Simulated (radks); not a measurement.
Problem. Species: Tl+. Configuration: [Hg]. Calculated with a radial shooting solver on a logarithmic mesh with Libxc functionals: scalar-relativistic Kohn-Sham, BLYP, spin-polarised, spherical densities, finite nucleus; Fermi nuclear charge, rms radius 5.4759 fm. Some entries of the table are withheld. Estimate them.

orbital,occ.,eigenvalue (hartree),<r^2> (bohr^2),r(max) (bohr)
1s,2,-3145.593,0.0003690,0.01003
2s,2,-560.3390,0.005606,0.05815
2p,6,-482.1849,0.004754,0.04832
3s,2,-133.9440,0.03608,0.1639
3p,6,-111.4383,0.03727,0.1638
3d,10,-88.06557,0.03087,0.1334
4s,2,-30.08771,(1),0.3689
4p,6,-22.70713,0.1982,0.3889
4d,10,-14.04162,0.2233,0.3954
5s,2,-5.07493,0.8619,0.8075
4f,14,-4.45213,0.2629,0.3578
5p,6,-3.05882,1.146,0.9040
5d,10,-0.82962,2.252,1.115
6s,2,(2),(3),2.050

Solution. 
(1) 4s <r^2> (bohr^2): 0.1731
(2) 6s eigenvalue (hartree): -0.59878
(3) 6s <r^2> (bohr^2): 6.514
